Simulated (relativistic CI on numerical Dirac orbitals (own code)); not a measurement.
Energy levels of I LIII

Computed by Dirac equation for one electron, model QED (radiative potential, 1s self-energy scaled to tabulated hydrogen-like ionisation energies) (own radial code, finite nucleus).

Configurations in the expansion: 1s, 2s, 2p, 3s, 3p, 3d, 4s, 4p, 4d, 4f, 5s, 5p, 5d, 5f, 5g, 6s, 6p, 6d. Levels of other configurations are missing.

The lowest level is 1s 2S_1/2, with 100 % of that term; Hund's rules for 1s give 2S with J = 1/2, in agreement.

| No. | Configuration | Term | J | E (eV) | % | Landé g | Lifetime (s) |
| --- | --- | --- | --- | --- | --- | --- | --- |
| 1 | 1s | 2S | 1/2 | 0.0 | 100 | 1.899 |  |
| 2 | 2p | 2P° | 1/2 | 29681.8 | 100 | 0.640 | 1.99e-16 |
| 3 | 2s | 2S | 1/2 | 29688.5 | 100 | 1.976 |  |
| 4 | 2p | 2P° | 3/2 | 30076.8 | 100 | 1.314 | 2.10e-16 |
| 5 | 3p | 2P° | 1/2 | 35303.9 | 100 | 0.654 | 6.75e-16 |
| 6 | 3s | 2S | 1/2 | 35305.9 | 100 | 1.991 | 1.50e-14 |
| 7 | 3d | 2D | 3/2 | 35421.0 | 100 | 0.791 | 1.82e-15 |
| 8 | 3p | 2P° | 3/2 | 35421.3 | 100 | 1.325 | 6.81e-16 |
| 9 | 3d | 2D | 5/2 | 35457.3 | 100 | 1.192 | 1.92e-15 |
| 10 | 4p | 2P° | 1/2 | 37255.2 | 100 | 0.659 | 1.60e-15 |
| 11 | 4s | 2S | 1/2 | 37256.0 | 100 | 1.996 | 2.19e-14 |
| 12 | 4d | 2D | 3/2 | 37304.4 | 100 | 0.794 | 4.18e-15 |
| 13 | 4p | 2P° | 3/2 | 37304.5 | 100 | 1.329 | 1.59e-15 |
| 14 | 4f | 2F° | 5/2 | 37319.7 | 100 | 0.852 | 8.92e-15 |
| 15 | 4d | 2D | 5/2 | 37319.8 | 100 | 1.196 | 4.45e-15 |
| 16 | 4f | 2F° | 7/2 | 37327.3 | 100 | 1.138 | 9.09e-15 |
| 17 | 5p | 2P° | 1/2 | 38151.4 | 100 | 0.662 | 3.12e-15 |
| 18 | 5s | 2S | 1/2 | 38151.8 | 100 | 1.998 | 3.46e-14 |
| 19 | 5d | 2D | 3/2 | 38176.5 | 100 | 0.796 | 8.00e-15 |
| 20 | 5p | 2P° | 3/2 | 38176.5 | 100 | 1.331 | 3.06e-15 |
| 21 | 5f | 2F° | 5/2 | 38184.3 | 100 | 0.854 | 1.71e-14 |
| 22 | 5d | 2D | 5/2 | 38184.3 | 100 | 1.197 | 8.53e-15 |
| 23 | 5g | 2G | 7/2 | 38188.2 | 100 | 0.886 | 2.93e-14 |
| 24 | 5f | 2F° | 7/2 | 38188.2 | 100 | 1.140 | 1.75e-14 |
| 25 | 5g | 2G | 9/2 | 38190.5 | 100 | 1.108 | 2.96e-14 |
| 26 | 6p | 2P° | 1/2 | 38635.3 | 100 | 0.663 | 5.38e-15 |
| 27 | 6s | 2S | 1/2 | 38635.6 | 100 | 1.999 | 5.32e-14 |
| 28 | 6d | 2D | 3/2 | 38649.8 | 100 | 0.797 | 1.36e-14 |
| 29 | 6p | 2P° | 3/2 | 38649.8 | 100 | 1.332 | 5.26e-15 |
| 30 | 6d | 2D | 5/2 | 38654.4 | 100 | 1.198 | 1.46e-14 |

Energies count from the lowest computed level; ° marks odd parity; lifetimes are radiative, by E1, M1, E2, M2 decay to levels of this space only; some are left blank where a channel outside the calculation adds to the decay or the decay crosses a small, uncertain gap.
